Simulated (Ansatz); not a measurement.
Cost and result for the atomization energy of AlH$_{5}$OSSi, SMILES `[AlH2][O][SiH2]S` (9 atoms, 8 bonds).

```xyz
9

Al   -1.121    1.597   -0.582
O     0.284    0.706   -0.284
Si    1.134   -0.603    0.149
S    -0.042   -2.388    0.184
H    -1.005    2.809   -1.585
H    -2.443    1.192    0.182
H     1.720   -0.372    1.492
H     2.188   -0.890   -0.853
H    -0.716   -2.051    1.296
```

Charge 0, multiplicity 1. All single points use the PBE0-D4/def2-TZVP geometry. It is one conformer, not always the lowest. Program: Ansatz. All runs use 2 threads of an Arm Neoverse V2 on a shared host. Times are those of one run each, without the atoms' runs, and a repeat can differ threefold. Electronic energies, without spin–orbit coupling; frozen cores. CCSD(T)/CBS adds CCSD(T) − MP2 in def2-TZVPP to the MP2 limit, and its time is that of the two runs behind it. T1 = 0.012. HSE06 is the plane-wave form, built on full-range PBE exchange.

CCSD(T)/CBS is a level of theory with its own doubt, some kJ/mol a heavy atom from the limit and from the frozen cores, so smaller differences don't rank the functionals.

```tsv
level	functions	wall time	atomization (kcal/mol)	difference from CCSD(T)/CBS	per bond
LDA (SPW92)/def2-TZVPP	227	1.5 s	764.6	73.6	9.2
revPBE-D4/def2-TZVPP	227	2.4 s	667.7	-23.3	-2.9
CCSD(T)/def2-SVP	93	2.5 s	634.7	-56.3	-7.0
PBE0-D4/def2-TZVPP	227	3.7 s	674.5	-16.5	-2.1
HSE06-D4/def2-TZVPP	227	4 s	674.7	-16.3	-2.0
BHLYP-D4/def2-TZVPP	227	4 s	671.5	-19.5	-2.4
CAM-B3LYP-D4/def2-TZVPP	227	4.3 s	688.2	-2.8	-0.4
r2SCAN-D4/def2-TZVPP (with forces)	227	6.5 s	688.4	-2.6	-0.3
r2SCANh-D4/def2-TZVPP	227	6.5 s	684.4	-6.6	-0.8
PBE-QIDH/def2-TZVPP	227	6.5 s	676.5	-14.5	-1.8
MP2/def2-QZVPP	417	20 s	690.5	-0.5	-0.1
CCSD(T)/def2-TZVPP	227	77 s	670.0	-21.0	-2.6
CCSD(T)/CBS(def2)	–	97 s	691.0	0.0	0.0
```

In def2-TZVPP, CCSD(T) changes the Hartree–Fock value by +158.6 kcal/mol (the triples alone add +8.4 kcal/mol) and MP2 by +166.3 kcal/mol; breaking electron pairs costs correlation energy, which Hartree–Fock lacks. From BLYP to BHLYP (50 % exact exchange), in def2-TZVPP and without D4, the atomization energy moves by −3.5 kcal/mol: exact exchange takes away binding that semilocal exchange gives to molecules. The D4 term adds +8.0 kcal/mol with B3LYP and +4.2 kcal/mol with PBE0; it sums over pairs of atoms, weighted by their polarisabilities, and B3LYP, whose exchange is more repulsive, gets the larger term.

B3LYP here is the variant with VWN-RPA as its local correlation; programs differ in this.
